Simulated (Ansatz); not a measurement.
Ligand exchange: C2H7BS + InH2(SH) → C2H7BS2 + InH3

Species: C2H7BS `CCBS`, singlet; InH2(SH), singlet; C2H7BS2 `CCB(S)S`, singlet; InH3 `[InH3]`, singlet. The partners trade H for SH: B–H and In–SH bonds give way to B–SH and In–H.

Shapes, held fixed at every level: PBE0-D4/def2-TZVP. Flexible molecules stand in one conformer, not always the lowest. Programs: Ansatz 0.2.0. The zero-point and thermal change to 298 K, harmonic and unscaled (PBE0-D4/def2-TZVP), is -6.2 kJ/mol.

```
                level                    kind  ΔH(298 K) (kJ/mol)  less CCSD(T)/def2-TZVPP  CPU time (sum over the molecules)
    PBE-D4/def2-TZVPP                     GGA               +23.3                     -3.1                               26 s
  BHLYP-D4/def2-TZVPP           global hybrid               +29.8                     +3.4                               36 s
r2SCAN0-D4/def2-TZVPP           global hybrid               +25.9                     -0.5                               53 s
   wB97X-V/def2-TZVPP  range-separated hybrid               +24.7                     -1.7                               74 s
     CCSD(T)/def2-SVP   coupled cluster or CI               +16.3                    -10.1                               38 s
        CCSD/def2-SVP   coupled cluster or CI               +18.4                     -8.0                                  –
      CCSD/def2-TZVPP   coupled cluster or CI               +28.7                     +2.3                                  –
   CCSD(T)/def2-TZVPP   coupled cluster or CI               +26.4                      0.0                             15 min
```

The highest level, CCSD(T)/def2-TZVPP, gives ΔH(298 K) = +26.4 kJ/mol; the levels span +16.3 to +29.8. The column of differences is taken from that level and isn't an error. No measured value is set beside it here. For atoms past krypton def2 sets carry core potentials with scalar relativity. Outer-core shells of In are correlated in most correlated rows, in sets that cover them unevenly. Times are processor times on shared x86 and Arm servers, and rough.
